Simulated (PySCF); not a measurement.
Radial density of Sb- (antimony, charge -1)

CAM-B3LYP, [Kr] 4d10 5s2 5p4, high-spin 3P determinant. All numbers are calculated (PySCF 2.14, scalar relativity by spin-free X2C-1e, in aug-cc-pwCVTZ-DK3).

```tsv
r (bohr)	4πr²ρ (e/bohr)	4πr²(ρα − ρβ)
0.0297	60.05	0.0104
0.0499	61.48	0.0240
0.0840	84.47	0.0157
0.141	63.07	-0.0036
0.238	69.17	0.0489
0.400	37.67	0.0012
0.672	24.30	0.1161
1.13	13.90	-0.0049
1.90	3.651	0.6489
3.20	1.535	0.5999
5.38	0.2842	0.1081
9.05	0.01968	0.0025
15.2	8.177e-05	0.0000
```

Densities and radii are taken from the X2C orbitals without a picture-change correction, which distorts them close to the nucleus.

Problem. Where is the radial spin density 4πr²(ρα − ρβ) most negative, and why is it negative at all?

Solution. Around r = 1.13 bohr, down to -0.0049 e/bohr: exchange with the open shell polarises the paired shells in an unrestricted calculation.
